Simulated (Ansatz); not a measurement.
`[OH][W]([OH])([OH])([OH])([Cl])[Cl]` and `[OH][W]([OH])([OH])([OH])([F])[Cl]` differ in one atom or group.

Ansatz, PBE0-D4/def2-TZVP geometries, multiplicity 1. Each molecule was computed in one conformer, which needn't be the lowest.

Elements past krypton have def2 core potentials. Outer-core shells of W are correlated without core-valence functions. Spin–orbit coupling is left out.

| property | `[OH][W]([OH])([OH])([OH])([Cl])[Cl]` |
| --- | --- |
| HOMO–LUMO gap (PBE/def2-TZVPP) / eV | 2.84 |
| vertical ionisation energy (CCSD(T)/def2-TZVPP) / eV | 10.48 |
| LUMO energy (PBE0/def2-TZVPP) / eV | -3.53 |
| LUMO energy (B3LYP/def2-TZVPP) / eV | -3.73 |
| LUMO energy (ωB97M-V/def2-TZVPP) / eV | -1.52 |
| zero-point energy (PBE0-D4/def2-TZVP) / kJ/mol | 151.8 |

(1) Give the same properties after the change, and the shifts. (Estimate.)

Answers

(1) Ansatz gave: 
```json
{"property": "HOMO–LUMO gap (PBE/def2-TZVPP) / eV", "`[OH][W]([OH])([OH])([OH])([F])[Cl]`": "3.30", "shift": "0.46"}
{"property": "vertical ionisation energy (CCSD(T)/def2-TZVPP) / eV", "`[OH][W]([OH])([OH])([OH])([F])[Cl]`": "10.73", "shift": "0.25"}
{"property": "LUMO energy (PBE0/def2-TZVPP) / eV", "`[OH][W]([OH])([OH])([OH])([F])[Cl]`": "-3.11", "shift": "0.42"}
{"property": "LUMO energy (B3LYP/def2-TZVPP) / eV", "`[OH][W]([OH])([OH])([OH])([F])[Cl]`": "-3.33", "shift": "0.40"}
{"property": "LUMO energy (ωB97M-V/def2-TZVPP) / eV", "`[OH][W]([OH])([OH])([OH])([F])[Cl]`": "-1.03", "shift": "0.49"}
{"property": "zero-point energy (PBE0-D4/def2-TZVP) / kJ/mol", "`[OH][W]([OH])([OH])([OH])([F])[Cl]`": "154.8", "shift": "3.0"}
```

With PBE0 the HOMO falls by 0.16 eV and the LUMO rises by 0.42 eV, so the gap widens by about 0.58 eV. PBE moves the HOMO by -0.08 eV and ωB97M-V by -0.23 eV.

B3LYP here is the variant with VWN-RPA as its local correlation; programs differ in this.
